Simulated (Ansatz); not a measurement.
C8H16 can be A, `CC/C=C/C(C)(C)C`, or B, `CC[C@@H]1CCC[C@H]1C`.

Gas-phase electronic energies from Ansatz, PBE0-D4/def2-TZVP geometries. CBS: MP2 limit from def2 TZ/QZ plus the TZ coupled-cluster correction, frozen cores. Functionals use def2-TZVPP. B3LYP here is the variant with VWN-RPA as its local correlation; programs differ in this. One conformer a species, not always the lowest.

Question: Which is lower in electronic energy at CCSD(T)/CBS, and by how much? (Estimate.)

Answer: The calculation gave: B, by 13.2 kcal/mol.

Question: Give E(B) − E(A) in kcal/mol with B3LYP-D4, ωB97M-V, MP2/def2-TZVPP, LDA (SPW92), CCSD/def2-TZVPP, r2SCAN-D4, PBE0-D4. (Best estimate.)

Answer: Computed: B3LYP-D4 -10.6, ωB97M-V -14.3, MP2/def2-TZVPP -14.5, LDA (SPW92) -18.6, CCSD/def2-TZVPP -13.7, r2SCAN-D4 -13.3, PBE0-D4 -16.5. None reverses the order clearly.

Largest T1 diagnostic: 0.009.

From r2SCAN to r2SCAN0 (25 % exact exchange), in def2-TZVPP and without D4, E(B) − E(A) moves by −2.3 kcal/mol. At CCSD(T), def2-SVP lies −1.0 kcal/mol from the extrapolated value and def2-TZVPP −0.1 kcal/mol.
